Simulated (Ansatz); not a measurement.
Ga6N7H24²⁺, a cluster cut from zinc blende GaN (hydrogen-capped). The state is a doublet with charge 2. Geometry PBE-D4/def2-SVP, that of the charge +1 singlet; atoms count from 1.

```xyz
37

Ga    0.934    3.390   -1.716
Ga    2.443   -2.130    2.192
Ga    1.742    0.533    0.079
Ga   -1.576   -0.768   -0.479
Ga   -2.427    2.116   -2.234
Ga   -0.898   -3.442    1.641
N     0.980    2.360    0.099
N    -0.506    2.458   -2.808
N     1.678   -0.208    1.914
N     1.103   -3.363    1.287
N    -2.270    1.085   -0.426
N    -1.568   -1.485    1.366
N     0.375   -0.550   -0.929
H     0.357    4.803   -1.345
H     2.322    3.001   -2.351
H     2.300   -2.384    3.736
H     3.733   -2.106    1.289
H     3.161    0.463   -0.564
H    -2.328   -1.682   -1.496
H    -3.019    3.515   -1.831
H    -3.009    1.011   -3.194
H    -1.060   -3.693    3.184
H    -1.556   -4.191    0.422
H     1.638    2.950    0.636
H     0.091    2.469    0.607
H    -0.653    3.152   -3.563
H    -0.122    1.652   -3.325
H     2.344    0.344    2.480
H     0.785   -0.091    2.413
H     1.309   -3.466    0.281
H     1.401   -4.280    1.667
H    -1.871    1.688    0.308
H    -3.268    1.017   -0.163
H    -1.177   -0.859    2.085
H    -2.558   -1.585    1.647
H     0.411   -0.219   -1.906
H     0.762   -1.504   -1.003
```

Single mean-field runs in def2-TZVP are fitted with def2-universal-jkfit.

**Question.** Estimate the Mulliken populations of the heavy atoms from the PBE0/def2-TZVP orbitals of Ansatz.

**Answer.** 
```csv
atom,charge (e),spin (α − β)
Ga1,0.30,0.04
Ga2,0.30,0.04
Ga3,0.34,0.00
Ga4,0.34,0.00
Ga5,0.30,0.04
Ga6,0.30,0.04
N7,-0.59,0.00
N8,-0.62,0.04
N9,-0.59,0.00
N10,-0.62,0.04
N11,-0.59,0.00
N12,-0.59,0.00
N13,-0.56,0.01
```
Mulliken values depend strongly on the basis.

**Question.** Where does the spin sit?

**Answer.** Summed by element: Ga 0.17, N 0.09, H 0.74, of 1 unpaired in all. Largest on single atoms: H21 0.14, H17 0.14, H15 0.14.

**Question.** And the Mayer bond orders between heavy atoms (over 0.3)?

**Answer.** Ga1–N7 0.56 (2.09 Å); Ga1–N8 0.64 (2.03 Å); Ga2–N9 0.56 (2.09 Å); Ga2–N10 0.64 (2.03 Å); Ga3–N7 0.76 (1.98 Å); Ga3–N9 0.76 (1.98 Å); Ga3–N13 0.68 (2.01 Å); Ga4–N11 0.76 (1.98 Å); Ga4–N12 0.76 (1.98 Å); Ga4–N13 0.68 (2.01 Å); Ga5–N8 0.64 (2.03 Å); Ga5–N11 0.56 (2.09 Å); Ga6–N10 0.64 (2.03 Å); Ga6–N12 0.56 (2.09 Å).
